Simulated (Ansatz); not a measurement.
`C[SiH]1C[Se]1`, relaxed with RKS PBE-D4/def2-SVP in Ansatz 0.2.0 from a rough embedded geometry. The force threshold is 0.03 eV/Å; the program also tests the step.

The species carries charge 0 and has multiplicity 1.

Start:

```xyz
10

C     0.725    0.711   -1.098
Si   -0.315    0.562    0.370
C    -0.399   -1.109    1.021
Se   -2.059   -1.051    0.009
H     0.287    1.430   -1.869
H     1.776    1.131   -0.835
H     0.909   -0.283   -1.605
H    -0.707    1.647    1.219
H     0.358   -1.854    0.634
H    -0.575   -1.184    2.155
```

(1) How much energy does the relaxation release, and in how many steps? (An estimate is asked.)

(2) Which bonds change most? (Estimate.)

(3) Give the relaxed structure. (Estimate.)

Answers

(1) The calculation gave: 50.08 kJ/mol, in 4 steps.

(2) The calculation gave: Si2–Se4 from 2.402 to 2.261 Å; C3–Se4 from 1.945 to 2.046 Å; C1–Si2 from 1.806 to 1.877 Å; Si2–C3 from 1.795 to 1.864 Å.

(3) The calculation gave: 
```xyz
10

C     0.766    0.777   -1.169
Si   -0.395    0.468    0.273
C    -0.365   -1.180    1.144
Se   -2.081   -1.021    0.042
H     0.337    1.519   -1.872
H     1.744    1.163   -0.812
H     0.932   -0.169   -1.722
H    -0.661    1.680    1.116
H     0.293   -1.987    0.775
H    -0.570   -1.250    2.226
```
